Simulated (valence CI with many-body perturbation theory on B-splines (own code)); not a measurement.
Sensitivity of CI+MBPT for Os5+

Method: configuration interaction combined with many-body perturbation theory (CI+MBPT): three valence electrons over a frozen Dirac-Fock core [Xe] 4f14, a basis of 6 s, 6 p, 5 d, 5 f, 1 g functions for each j, with the one-electron correlation potential Σ1 (screened to all orders), the two-electron term Σ2, the three-electron term Σ3, Breit, model QED; selected single and double excitations, second order for the rest, scaled by the run's own slope (own B-spline code, finite nucleus).

Against 20 measured levels this calculation errs by 781 cm⁻¹ on average and by 2031 at most. Only levels of the ground parity were solved; by the run's estimate the other parity begins above the list, which can be wrong where configurations are misplaced.

The reference run has the lowest level 5d3 4F_3/2 and an ionisation energy of 70.7183 eV. Its largest variational space holds 4388 state functions.

Names give the largest LS component (configuration and term), which can be under half, so a name can repeat, a term be missing and a line seem to break the LS rules; names also repeat where a configuration has a term twice. Letters in brackets count levels of one name in rising energy.

| Level | Reference (cm⁻¹) | Shift (cm⁻¹) |
| --- | --- | --- |
| 5d3 4F_5/2 | 6226 | +23 |
| 5d3 4F_7/2 | 11330 | -1.4 |
| 5d3 4F_9/2 | 14748 | -3.8 |
| 5d3 4P_3/2 | 15115 | +27 |
| 5d3 4P_1/2 | 17411 | -21 |
| 5d3 2G_7/2 | 23263 | +29 |
| 5d3 2H_9/2 | 24170 | -1.7 |
| 5d3 4P_5/2 | 25406 | +30 |
| 5d3 2D_3/2 [a] | 28606 | +21 |
| 5d3 2P_1/2 | 29683 | -19 |
| 5d3 2H_11/2 | 32474 | -18 |
| 5d3 2D_5/2 [a] | 35414 | +110 |

The ionisation energy moves by -0.0030 eV.

Task: Which of these changes was made?
A. size limit of the variational space 10000 → 1500; second order for the rest on → off; core polarisation of operators on → off
B. QED terms on → off
C. scale of Σ1 1 → 0; scale of Σ2 1 → 0; three-electron term on → off

Result: A. size limit of the variational space 10000 → 1500; second order for the rest on → off; core polarisation of operators on → off.
